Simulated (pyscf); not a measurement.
**HAs=InH (SMILES [AsH]=[InH]), singlet**

Gas-phase minimum from PySCF at ωB97X-D3(BJ)/def2-SVP, one conformer. HAs=InH lies 22.4 kcal/mol over its isomer H₂As–In [singlet], and others may lie lower still (electronic energy, ωB97M-D3(BJ)). 

SMILES: [InH]=[AsH]
```xyz
4

As     1.7968    -1.5207     0.2890
In     0.5881     0.4845    -0.1037
H      0.5680    -1.8738     1.1413
H     -0.2902     1.9232    -0.3785
```
Charge 0, spin multiplicity 1.

Bonds (Å): As1–In2 2.374, As1–H3 1.537, In2–H4 1.708. Angles (°): In2–As1–H3 83.0, As1–In2–H4 179.6.

Properties at ωB97X-D3(BJ)/def2-SVP:

```yaml
harmonic_wavenumbers_unscaled: 306, 352, 372, 626, 1844, 2170 cm⁻¹
zero_point_energy: 8.1 kcal/mol
rotational_symmetry_number: 1
Entropy of this conformer at 298 K and 1 atm, rigid rotor and harmonic oscillator, modes under 100 cm⁻¹ raised to 100: 289.6 J/(mol K)
dipole_moment: 3.14 D
```

Single-point totals, which compare only within one level (frozen core for MP2 and CC):

```tsv
level	total energy (hartree)
ωB97X-D3(BJ)/def2-TZVP	-2427.20767
PBE/def2-TZVP	-2426.86279
r²SCAN/def2-TZVP	-2427.25814
B3LYP-D3(BJ)/def2-TZVP	-2427.31604
PBE0-D3(BJ)/def2-TZVP	-2426.92599
M06-2X/def2-TZVP	-2427.13000
ωB97M-D3(BJ)/def2-TZVP	-2427.23616
HF/def2-TZVPP	-2424.55402
MP2/def2-TZVPP	-2425.10563
CCSD/def2-TZVPP	-2425.10821
CCSD(T)/def2-TZVPP	-2425.12998
```

The CCSD(T) − MP2 part came from Ansatz, without density fitting, on the same reference. The frozen core leaves the outer d or s,p core shells of the metals and heavy elements correlated in the MP2 and CC values, and def2-TZVPP describes them poorly, so these totals are far from the basis limit. Elements up to Kr have no core potential and no relativistic terms here. Elements past Kr carry the def2 core potentials, without spin-orbit coupling.
